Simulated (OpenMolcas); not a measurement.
# BSiH4O2F (SMILES O[SiH2]B(O)F): methods side by side

BSiH4O2F has 9 atoms, charge 0, and is taken as a singlet. SMILES: `O[SiH2]B(O)F`. The shape is that of a PBE0-D4/def2-TZVP optimisation. This is one conformer, not always the lowest.

```xyz
9

O     1.1525    0.6501    1.7030
Si    0.8376   -0.4398    0.5002
B    -0.7015    0.1940   -0.6709
O    -0.9680   -0.3816   -1.8590
F    -1.4885    1.1969   -0.2504
H     0.4010    1.0981    2.0929
H     2.0933   -0.5798   -0.2781
H     0.4933   -1.7816    1.0563
H    -1.7313   -0.0026   -2.3111
```

Each level gives the energy change with the Si2–B3 bond stretched from 2.035 to 3.053 Å (eV). The values are calculated.

| level | kind | program | value (eV) |
| --- | --- | --- | --- |
| HF/def2-SVP (unrestricted) | Hartree–Fock | OpenMolcas | 2.62 |
| revPBE/def2-SVP (restricted) | GGA | OpenMolcas | 2.04 |
| TPSS/def2-SVP (restricted) | meta-GGA | OpenMolcas | 2.16 |
| r2SCAN/def2-SVP (restricted) | meta-GGA | OpenMolcas | 2.28 |
| B3LYP/def2-SVP (restricted) | global hybrid | OpenMolcas | 2.25 |
| M06-2X/def2-SVP (restricted) | hybrid meta-GGA | OpenMolcas | 2.44 |
| B2PLYP/def2-SVP (restricted) | double hybrid | OpenMolcas | 2.35 |
| MP2/def2-SVP (restricted) | perturbation theory | OpenMolcas | 2.45 |

The first shape isn't each level's own minimum. The values span 2.04 to 2.62 eV.
